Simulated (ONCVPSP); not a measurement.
# Before and after: ONCV potential for Pb (Z = 82)

* Element: lead
* Generator: ONCVPSP 4.0.1
* Type: optimised norm-conserving Vanderbilt (ONCV)
* Functional: PBE
* Relativity: scalar-relativistic
* Frozen core: [Xe] 4f14 5d10
* Valence charge: 4
* Reference configuration: 6s2 6p2
* Partial waves: 6s: rc 2.05 bohr, ncon 4, nbas 8, qcut 3.4 1/bohr, 2 projectors, debl 2.5 Ha; 6p: rc 2.05 bohr, ncon 4, nbas 8, qcut 3.7 1/bohr, 3 projectors, debl 1 Ha
* Local potential: polynomial inside 1.30 bohr (lpopt 3, dvloc0 6 Ha)
* Core correction: none

All-electron outer shells of the reference configuration (PBE, scalar-relativistic, ld1.x):

```csv
shell,level (eV),outermost node (bohr),outermost maximum (bohr)
5p,-85.83,0.49,0.88
5d,-21.18,0.52,1.07
6s,-12.04,1.01,1.95
6p,-3.50,1.18,2.67
```

Change: all radii scaled by about 1.31 (s 2.68, p 2.68 bohr); local potential polynomial inside 1.70 bohr (lpopt 3, dvloc0 6 Ha).

Cutoffs: the cutoffs (Ha) at which the residual kinetic energy of the hardest occupied pseudo-wave falls to 1 and 0.1 mHa per electron; they do not see the model core or the augmentation charge, which bear on the density cutoff. Errors are all-electron minus pseudo energies relative to the spin-unpolarised reference configuration.

Problem. Predict the effect on cutoff, ghosts and configuration errors.

Solution. The potential gets softer (7.9 Ha and 36 Ha → 4.8 Ha and 8.2 Ha); the bound ghost in p disappears; the lowest positive-energy flag moves from s at 51.8 eV to s at 133.9 eV; of the 4 tests that both files solve, the error grows in 0 and shrinks in 1 by more than 15 % and 0.3 meV (median size 44.4 → 42.8 meV). A larger radius leaves more room for a smooth pseudo-wave, so fewer plane waves are needed.

| quantity | base | changed |
| --- | --- | --- |
| cutoff, loose | 7.9 Ha | 4.8 Ha |
| cutoff, tight | 36 Ha | 8.2 Ha |
| loose cutoff by channel | s 7.9 Ha, p 4.9 Ha | s 4.8 Ha, p 4.7 Ha |
| bound ghosts | p | none |
| GHOST(+) flags under 300 eV | s at 51.8 eV | s at 133.9 eV |
| error for 6s2 6p1, meV [ΔE 6.58 eV] | +8.4 | +7.8 |
| error for 6s2 6p0, meV [ΔE 20.02 eV] | +81 | +78 |
| error for 6s1 6p0, meV [ΔE 52.43 eV] | +161 | +119 |
| error for 6s2 6p1.5, meV [ΔE 2.49 eV] | +1.1 | +1.0 |

Base: The cutoffs count occupied waves only; projector 3 of the p channel, the hardest unoccupied one, needs 55 Ha at the loose tolerance. A true bound ghost makes a file unfit for plane-wave use even where its test errors are small: the radial tests pick states by their node count and pass the ghost by.
